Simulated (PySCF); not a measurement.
Electron correlation in Cl (chlorine, neutral)

[Ne] 3s2 3p5, 2P determinant. Calculation: PySCF 2.14, in x2c-TZVPPall (5s5p3d1f, 42 functions); scalar relativity by spin-free X2C-1e. Frozen: [Ne]; 7 electrons correlated.

```json
{"level": "CCSD", "correlation energy (mhartree)": "-181.83"}
{"level": "(T)", "correlation energy (mhartree)": "-5.72"}
{"level": "CCSD(T)", "correlation energy (mhartree)": "-187.55"}
{"level": "CCSDT", "correlation energy (mhartree)": "-188.22"}
```

Diagnostics: T1 = 0.0072, D1 = 0.0237, largest double amplitude 0.053.

Question: Is a single reference adequate?

Answer: Yes: T1 lies below 0.03 and no double amplitude reaches 0.07.
